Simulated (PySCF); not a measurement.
**Sb (antimony, neutral) across methods**

[Kr] 4d10 5s1 5p3 6s1, high-spin 6S determinant (an excited configuration). Calculation: PySCF 2.14, in aug-cc-pwCVDZ-PP with ECP28MDF (6s5p4d1f, 48 functions); scalar relativity through the core potential.

```
method  E (hartree)  mean ε 5s α (eV)  mean ε 5p α (eV)  mean ε 6s α (eV)  Σ⟨r²⟩ (bohr²)   ⟨S²⟩
   UHF   -238.91312           -24.921           -13.018            -2.978          84.84  8.754
r2SCAN    -239.8748           -18.579            -9.337            -1.765          83.54  8.753
 M06-L    -239.9056           -17.774            -8.767            -1.746          84.23  8.753
   LDA    -239.3778           -17.839            -8.917            -1.906          82.96  8.751
PBEsol    -239.5036           -17.726            -8.858            -1.794          83.21  8.752
  PBE0    -239.7849           -19.666           -10.015            -2.136          83.49  8.752
 HSE06    -239.7806           -19.188            -9.586            -1.847          83.53  8.752
  BLYP    -239.7002           -17.333            -8.481            -1.543          83.40  8.751
   PBE    -239.7587           -17.656            -8.823            -1.754          83.28  8.751
```

Energies and moments cover only the electrons outside the core potential. The outer electron is Rydberg-like, and this basis confines it to a smaller radius and binds it less than a complete one would.
